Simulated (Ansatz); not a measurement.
Cartesian coordinates in Å:
```
O -0.174 -2.291 0.275
Ga -0.532 -0.652 0.898
Si 0.270 1.193 -0.449
F 1.027 0.577 -1.732
H 0.313 -2.294 -0.552
H -1.324 -0.656 2.244
H 1.245 2.058 0.271
H -0.826 2.065 -0.953
```

Charge 0, multiplicity 1.

(1) List the ωB97M-V/def2-TZVPP orbital energies in eV (Ansatz). (Estimate.)

## Answers

(1) The calculation gave: Occupied: -10153.76, -1808.03, -1257.27, -1111.46, -1111.35, -1111.33, -677.48, -525.75, -154.64, -149.00, -107.16, -106.89, -106.86, -103.16, -103.09, -103.09, -35.98, -30.06, -26.19, -26.13, -26.10, -25.99, -25.80, -18.51, -16.44, -15.40, -15.35, -15.21, -13.50, -12.10, -11.93, -11.50, -9.81. Lowest empty: 0.01, 0.79, 2.05, 2.88, 3.33, 3.76, 3.93, 4.81.
